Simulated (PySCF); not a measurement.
Molecule: SMILES O[SiH]1C[SiH2]C1, C₂H₈OSi₂.

Geometry (Å), atoms numbered from 1 in this order:
```xyz
13

O     2.1833    1.0476   -0.1501
Si    0.9406    0.4029    0.6864
C    -0.7947    1.0821    0.2241
Si   -1.3164   -0.5870   -0.5633
C     0.3442   -1.3118    0.0642
H     2.1605    1.0911   -1.1020
H     1.4304    0.5458    2.0484
H    -1.3998    1.3598    1.0828
H    -0.8019    1.9415   -0.4429
H    -2.5207   -1.2025   -0.0018
H    -1.4186   -0.5417   -2.0272
H     0.9690   -1.7821   -0.6920
H     0.2198   -2.0453    0.8559
```

Frames of a GFN2-xTB Langevin trajectory at 300 K; GIAO PBE0/pcSseg-1 shieldings in PySCF, gas phase, non-relativistic; equivalent atoms averaged within each frame.

δ = σ(ref) − σ, references computed at the same level: 17O (σref 336.08) vs H2O; 29Si (σref 349.16) and 13C (σref 186.93) and 1H (σref 31.72) vs TMS. The references are static minima.

How do the shifts (ppm) fluctuate along the trajectory?

## Answers


```
         time (fs)    O1    Si2    Si4  C3/C5    H7   H10   H11  H8/H13  H9/H12    H6
               250  74.3   25.7  -56.1   12.9  7.07  4.85  4.36    1.42    1.13  0.53
               425  69.0   -2.9  -55.8   13.6  5.54  4.50  5.28    1.39    0.57  2.65
               625  57.0  -11.1  -65.5   16.8  5.40  4.76  5.21    2.26    1.46  2.92
               800  87.4   19.0  -51.1   13.8  5.69  5.38  5.16    1.16    1.33  2.18
              1000  77.2    4.0  -47.8   13.6  5.72  4.77  4.16    0.88   -0.12  2.81
    mean of frames  73.0    6.9  -55.3   14.1  5.88  4.85  4.83    1.42    0.87  2.22
standard deviation  11.2   15.2    6.7    1.5  0.67  0.32  0.53    0.52    0.65  0.99
```

5 frames give an uncertainty of the mean of about the standard deviation over 2.2 at best, since frames this close in time may not be independent; classical motion lacks zero-point vibration, and the reference would need the same averaging.
